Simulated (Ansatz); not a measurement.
Consider the redistribution: `C[O][Al]([OH])[SH]` + `[F][AlH][GeH3]` → `[OH][Al]([SH])[AlH][F]` + `C[O][GeH3]`.

Program: Ansatz. Geometries: PBE0-D4/def2-TZVP. ΔE: electronic, gas phase. CBS: MP2 limit from def2 TZ/QZ plus the TZ coupled-cluster correction, frozen cores. DFT in def2-TZVPP. For Ge outer-core shells are correlated without core-valence functions, which leaves a few kJ/mol of doubt a bond. Scalar relativity is left out up to krypton. One conformer a species, not always the lowest.

CCSD(T)/CBS gives +121.7 kJ/mol.

Question: Another level gave +119.8 kJ/mol. Which?
A. B97M-V/def2-TZVPP
B. r2SCAN0-D4/def2-TZVPP
C. CAM-B3LYP-D4/def2-TZVPP
D. PBE-D4/def2-TZVPP

Answer: A. B97M-V 119.8, PBE-D4 113.1, CAM-B3LYP-D4 124.3, r2SCAN0-D4 128.4 kJ/mol.

Largest T1 diagnostic among the species: 0.013.

From PBE to PBE0 (25 % exact exchange), in def2-TZVPP and without D4, ΔE moves by +4.2 kJ/mol. Leaving LDA and LC-ωPBE aside and taking each functional with its dispersion term where it has one, the values, not all of them listed here, spread over 17.7 kJ/mol, from revPBE-D4 to r2SCAN0-D4. LDA lies +6.8 kJ/mol from PBE without D4.
